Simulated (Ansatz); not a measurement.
# Energy profile

The step: BHCl₂O ([OH][B]([Cl])[Cl]) + NH₃ → BNH₂Cl₂ ([NH2][B]([Cl])[Cl]) + H₂O; bonds formed: O2–H5; dative contacts that become bonds: B1–N6; bonds broken: B1–O2, H5–N6 (atoms numbered as in the saddle structure below).

| atom | x (Å) | y (Å) | z (Å) |
| --- | --- | --- | --- |
| B1 | -0.3790 | -0.4537 | 0.1410 |
| O2 | -0.9260 | 0.7915 | -0.6591 |
| Cl3 | -0.8168 | -1.9894 | -0.6992 |
| Cl4 | -0.9301 | -0.3241 | 1.8780 |
| H5 | 0.2131 | 0.9646 | -0.5816 |
| N6 | 1.0807 | 0.0085 | -0.0607 |
| H7 | -1.4748 | 1.3632 | -0.1102 |
| H8 | 1.6004 | 0.1942 | 0.7855 |
| H9 | 1.6325 | -0.5547 | -0.6936 |

Electronic energies by CCSD(T) at an estimated basis limit (MP2 extrapolated from triple and quadruple zeta, plus CCSD(T) − MP2 in triple zeta), on PBE0-D4/def2-TZVP structures; BNH4Cl2O, singlet; no counterpoise correction. Ansatz 0.2.0; basis: def2-TZVPP and def2-QZVPP; cores frozen in the correlated methods. Extrapolation: Hartree–Fock as exp(−7.88 √X), correlation as X^−2.97.

Problem. Give the profile in eV, counted from the separated reactants. (Judge from chemistry; the value comes from the calculation.)

Solution. Computed:
| point | eV |
| --- | --- |
| separated: BHCl2O (linked as [OH][B]([Cl])[Cl]; B1, O2, Cl3, Cl4, H7; singlet) + NH3 (H5, N6, H8, H9; singlet) | 0.000 |
| start structure | -0.822 |
| saddle | 0.632 |
| end structure | -0.079 |
| separated: BNH2Cl2 (linked as [NH2][B]([Cl])[Cl]; B1, Cl3, Cl4, N6, H8, H9; singlet) + H2O (O2, H5, H7; singlet) | 0.038 |

T1 diagnostic: at most 0.012.

For scale, one of the runs: CCSD(T)/def2-TZVPP, 233 basis functions, launched by `ansatz run in.yaml --threads 4 --pin off --events-out ev --progress --plain --max-ram 9574MiB`. Time: 2.2 min of wall clock on 4 CPU threads of an Arm Neoverse V1; the host was shared. Peak host memory: 4.1 GiB.
